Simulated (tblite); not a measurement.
Species: C7H13N3.
Atom-mapped SMILES: `[CH3:1][CH2:2][c:3]1[n:4][n:5][n:6]([CH2:7][CH3:8])[c:9]1[CH3:10]` (hydrogens: H11, H12, H13 on C1; H14, H15 on C2; H16, H17 on C7; H18, H19, H20 on C8; H21, H22, H23 on C10)

Structure optimised with GFN2-xTB, isolated species.

Problem. Give the optimised bond lengths and angles.

Solution. 
```json
{"bond": "C1–C2", "length (bohr)": "2.890"}
{"bond": "C2–C3", "length (bohr)": "2.813"}
{"bond": "C3–N4", "length (bohr)": "2.549"}
{"bond": "N4–N5", "length (bohr)": "2.416"}
{"bond": "N5–N6", "length (bohr)": "2.514"}
{"bond": "N6–C7", "length (bohr)": "2.714"}
{"bond": "C7–C8", "length (bohr)": "2.884"}
{"bond": "N6–C9", "length (bohr)": "2.567"}
{"bond": "C9–C10", "length (bohr)": "2.800"}
{"bond": "C3–C9", "length (bohr)": "2.619"}
{"bond": "C1–H11, C1–H12, C1–H13", "length (bohr)": "2.056"}
{"bond": "C2–H14, C2–H15", "length (bohr)": "2.064"}
{"bond": "C7–H16, C7–H17", "length (bohr)": "2.066"}
{"bond": "C8–H18, C8–H19, C8–H20", "length (bohr)": "2.054"}
{"bond": "C10–H21, C10–H22, C10–H23", "length (bohr)": "2.058"}
```

Bonds in one row agree within 0.02 bohr and their mean is given. A selection of angles:
```json
{"angle": "C1–C2–C3", "degrees": "111.2"}
{"angle": "C2–C3–N4", "degrees": "122.7"}
{"angle": "C2–C3–C9", "degrees": "129.6"}
{"angle": "N4–C3–C9", "degrees": "107.7"}
{"angle": "C3–N4–N5", "degrees": "109.5"}
{"angle": "N4–N5–N6", "degrees": "108.9"}
{"angle": "N5–N6–C7", "degrees": "120.7"}
{"angle": "N5–N6–C9", "degrees": "109.9"}
{"angle": "C7–N6–C9", "degrees": "129.4"}
{"angle": "N6–C7–C8", "degrees": "111.7"}
{"angle": "N6–C9–C10", "degrees": "124.5"}
{"angle": "C3–C9–N6", "degrees": "103.9"}
{"angle": "C3–C9–C10", "degrees": "131.6"}
```

Torsions: C1–C2–C3–N4 99° (anticlinal); N5–N6–C7–C8 -100° (anticlinal). The mirror-image conformer, all signs reversed, is as good.

N6 (pyrrole-type nitrogen) is planar (angles 129.4°, 120.7° and 109.9°, sum 360.0°, 0.01 Å off the plane of its three neighbours). The 5-membered ring C3–N4–N5–N6–C9 has internal angles of 103.9° to 109.9°; it is planar, 0.00 Å rms from its mean plane, widest ring torsion 0°. The 5 C–C bonds span 1.386 Å (C3–C9, aromatic) to 1.529 Å (C1–C2, drawn single), a spread of 0.143 Å. The C–N distances run from 1.349 Å (C3–N4, aromatic) to 1.436 Å (N6–C7, drawn single), a spread of 0.087 Å. The N–N distances run from 1.279 Å (N4–N5, aromatic) to 1.330 Å (N5–N6, aromatic), a spread of 0.051 Å. Of the pairs four or more bonds apart, H16···H23 is among the closest relative to their van der Waals radii: 2.34 Å, 98 % of the sum of Bondi's values.

Point group: C1 (no symmetry element, even within 0.4 Å). Its GFN2-xTB frequencies are all real (lowest 44 cm⁻¹). One conformer, not necessarily the lowest.

All values are computed, not measured.
